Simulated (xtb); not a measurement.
xtb input file for ClFH₃NOSi, SMILES [Si@@](N)(O)(F)Cl, GFN2-xTB. 

```
$ xtb mol.xyz --gfn 2 --sp --chrg 0 --uhf 0 --json
$ cat mol.xyz
8

N      0.33974335     1.14845124     1.43760213
Si     0.16037391    -0.06507533     0.24202433
O      1.58446424    -0.63435134    -0.25040448
F     -0.63968053    -1.22676793     1.01654358
Cl    -0.83303149     0.39109696    -1.42439773
H      0.86718003     1.97916600     1.22740837
H     -0.44927411     1.37438759     2.02006131
H      2.20160180    -1.01458405     0.37007993
```

Log of the run:

```
[banner left out]
          |                Calculation Setup                |
           -------------------------------------------------



           -------------------------------------------------
          |                 G F N 2 - x T B                 |
           -------------------------------------------------

        Reference                      10.1021/acs.jctc.8b01176
      * Hamiltonian:
        H0-scaling (s, p, d)           1.850000    2.230000    2.230000
        zeta-weighting                 0.500000
      * Dispersion:
        s8                             2.700000
        a1                             0.520000
        a2                             5.000000
        s9                             5.000000
      * Repulsion:
        kExp                           1.500000    1.000000
        rExp                           1.000000
      * Coulomb:
        alpha                          2.000000
        third order                    shell-resolved
        anisotropic                    true
        a3                             3.000000
        a5                             4.000000
        cn-shift                       1.200000
        cn-exp                         4.000000
        max-rad                        5.000000


          ...................................................
          :                      SETUP                      :
          :.................................................:
          :  # basis functions                  35          :
          :  # atomic orbitals                  33          :
          :  # shells                           15          :
          :  # electrons                        32          :
          :  max. iterations                   250          :
          :  Hamiltonian                  GFN2-xTB          :
          :  restarted?                      false          :
          :  GBSA solvation                  false          :
          :  PC potential                    false          :
          :  electronic temp.          300.0000000     K    :
          :  accuracy                    1.0000000          :
          :  -> integral cutoff          0.2500000E+02      :
          :  -> integral neglect         0.1000000E-07      :
          :  -> SCF convergence          0.1000000E-05 Eh   :
          :  -> wf. convergence          0.1000000E-03 e    :
          :  Broyden damping             0.4000000          :
          :  net charge                          0          :
          :  unpaired electrons                  0          :
          ...................................................

 iter      E             dE          RMSdq      gap      omega  full diag
   1    -19.7636693 -0.197637E+02  0.652E+00    7.53       0.0  T
   2    -19.8003252 -0.366559E-01  0.330E+00    7.63       1.0  T
   3    -19.8018164 -0.149116E-02  0.126E+00    7.87       1.0  T
   4    -19.8023046 -0.488199E-03  0.785E-01    7.39       1.0  T
   5    -19.8049310 -0.262645E-02  0.329E-01    7.58       1.0  T
   6    -19.8049692 -0.381384E-04  0.118E-01    7.60       1.0  T
   7    -19.8049792 -0.100237E-04  0.573E-02    7.61       1.0  T
   8    -19.8049881 -0.890190E-05  0.337E-02    7.59       1.1  T
   9    -19.8049911 -0.301097E-05  0.182E-02    7.60       1.9  T
  10    -19.8049925 -0.142687E-05  0.987E-03    7.59       3.6  T
  11    -19.8049929 -0.311672E-06  0.488E-03    7.59       7.2  T
  12    -19.8049929 -0.536298E-07  0.331E-03    7.59      10.7  T
  13    -19.8049930 -0.543242E-07  0.133E-03    7.59      26.7  T
  14    -19.8049930 -0.698109E-08  0.555E-04    7.59      63.7  T
  15    -19.8049930 -0.156254E-08  0.233E-04    7.59     151.5  T

   *** convergence criteria satisfied after 15 iterations ***

         #    Occupation            Energy/Eh            Energy/eV
      -------------------------------------------------------------
         1        2.0000           -1.0494005             -28.5556
       ...           ...                  ...                  ...
        10        2.0000           -0.5080662             -13.8252
        11        2.0000           -0.4927238             -13.4077
        12        2.0000           -0.4869556             -13.2507
        13        2.0000           -0.4703309             -12.7984
        14        2.0000           -0.4368142             -11.8863
        15        2.0000           -0.4334569             -11.7950
        16        2.0000           -0.4132750             -11.2458 (HOMO)
        17                         -0.1342810              -3.6540 (LUMO)
        18                         -0.1173226              -3.1925
        19                         -0.1049988              -2.8572
        20                         -0.0123956              -0.3373
        21                          0.0214120               0.5826
       ...                                ...                  ...
        33                          0.9195093              25.0211
      -------------------------------------------------------------
                  HL-Gap            0.2789940 Eh            7.5918 eV
             Fermi-level           -0.2737780 Eh           -7.4499 eV

 SCC (total)                   0 d,  0 h,  0 min,  0.008 sec
 SCC setup                      ...        0 min,  0.000 sec (  0.925%)
 Dispersion                     ...        0 min,  0.000 sec (  0.376%)
 classical contributions        ...        0 min,  0.000 sec (  0.155%)
 integral evaluation            ...        0 min,  0.001 sec ( 12.033%)
 iterations                     ...        0 min,  0.004 sec ( 57.309%)
 molecular gradient             ...        0 min,  0.002 sec ( 27.410%)
 printout                       ...        0 min,  0.000 sec (  1.677%)

         :::::::::::::::::::::::::::::::::::::::::::::::::::::
         ::                     SUMMARY                     ::
         :::::::::::::::::::::::::::::::::::::::::::::::::::::
         :: total energy             -19.695979865584 Eh    ::
         :: gradient norm              0.000325252913 Eh/a0 ::
         :: HOMO-LUMO gap              7.591813111354 eV    ::
         ::.................................................::
         :: SCC energy               -19.804989276889 Eh    ::
         :: -> isotropic ES            0.068285959863 Eh    ::
         :: -> anisotropic ES         -0.000629213083 Eh    ::
         :: -> anisotropic XC         -0.001047856093 Eh    ::
         :: -> dispersion             -0.005108304319 Eh    ::
         :: repulsion energy           0.109009411306 Eh    ::
         :: add. restraining           0.000000000000 Eh    ::
         :: total charge              -0.000000000000 e     ::
         :::::::::::::::::::::::::::::::::::::::::::::::::::::

           -------------------------------------------------
          |                Property Printout                |
           -------------------------------------------------

    * Orbital Energies and Occupations

         #    Occupation            Energy/Eh            Energy/eV
      -------------------------------------------------------------
         1        2.0000           -1.0494005             -28.5556
       ...           ...                  ...                  ...
         4        2.0000           -0.6621854             -18.0190
         5        2.0000           -0.6055277             -16.4772
         6        2.0000           -0.5706883             -15.5292
         7        2.0000           -0.5369535             -14.6112
         8        2.0000           -0.5249186             -14.2838
         9        2.0000           -0.5207204             -14.1695
        10        2.0000           -0.5080662             -13.8252
        11        2.0000           -0.4927238             -13.4077
        12        2.0000           -0.4869556             -13.2507
        13        2.0000           -0.4703309             -12.7984
        14        2.0000           -0.4368142             -11.8863
        15        2.0000           -0.4334569             -11.7950
        16        2.0000           -0.4132750             -11.2458 (HOMO)
        17                         -0.1342810              -3.6540 (LUMO)
        18                         -0.1173226              -3.1925
        19                         -0.1049988              -2.8572
        20                         -0.0123956              -0.3373
        21                          0.0214120               0.5826
        22                          0.0231653               0.6304
        23                          0.0265369               0.7221
        24                          0.0305177               0.8304
        25                          0.0671130               1.8262
        26                          0.0758777               2.0647
        27                          0.0961361               2.6160
       ...                                ...                  ...
        33                          0.9195093              25.0211
      -------------------------------------------------------------
                  HL-Gap            0.2789940 Eh            7.5918 eV
             Fermi-level           -0.2737780 Eh           -7.4499 eV

     #   Z          covCN         q      C6AA      α(0)
     1   7 N        2.541    -0.391    30.163     8.156
     2  14 Si       3.106     0.643   151.135    26.460
     3   8 O        1.576    -0.447    21.836     6.306
     4   9 F        0.705    -0.273    12.028     4.095
     5  17 Cl       0.805    -0.203   105.420    15.707
     6   1 H        0.861     0.170     1.272     1.766
     7   1 H        0.861     0.177     1.232     1.738
     8   1 H        0.811     0.324     0.652     1.268

 Mol. C6AA /au·bohr⁶  :       1487.434441
 Mol. C8AA /au·bohr⁸  :      56534.382091
 Mol. α(0) /au        :         65.495760


Wiberg/Mayer (AO) data.
largest (>0.10) Wiberg bond orders for each atom

 ---------------------------------------------------------------------------
     #   Z sym  total        # sym  WBO       # sym  WBO       # sym  WBO
 ---------------------------------------------------------------------------
     1   7 N    3.211 --     2 Si   1.131     6 H    0.961     7 H    0.958
     2  14 Si   4.450 --     3 O    1.186     1 N    1.131     5 Cl   1.078
                             4 F    1.034
     3   8 O    2.205 --     2 Si   1.186     8 H    0.876
     4   9 F    1.171 --     2 Si   1.034
     5  17 Cl   1.244 --     2 Si   1.078
     6   1 H    0.971 --     1 N    0.961
     7   1 H    0.969 --     1 N    0.958
     8   1 H    0.895 --     3 O    0.876
 ---------------------------------------------------------------------------

Topologies differ in total number of bonds
Writing topology from bond orders to xtbtopo.mol

molecular dipole:
                 x           y           z       tot (Debye)
 q only:        0.731       0.565       0.760
   full:        0.790       0.615       0.817       3.284
molecular quadrupole (traceless):
                xx          xy          yy          xz          yz          zz
 q only:        1.665      -2.139       0.959       1.248       2.725      -2.624
  q+dip:        1.576      -2.303       2.148       0.714       4.129      -3.724
   full:        1.958      -2.488       2.179       0.728       3.940      -4.136


           -------------------------------------------------
          | TOTAL ENERGY              -19.695979865584 Eh   |
          | GRADIENT NORM               0.000325252913 Eh/α |
          | HOMO-LUMO GAP               7.591813111354 eV   |
           -------------------------------------------------

------------------------------------------------------------------------
Note: The following floating-point exceptions are signalling: IEEE_UNDERFLOW_FLAG IEEE_DENORMAL
normal termination of xtb
------------------------------------------------------------------------
 total:
 SCF:
```

Self-consistency was reached.

Cost: very roughly 0.03 core-seconds.
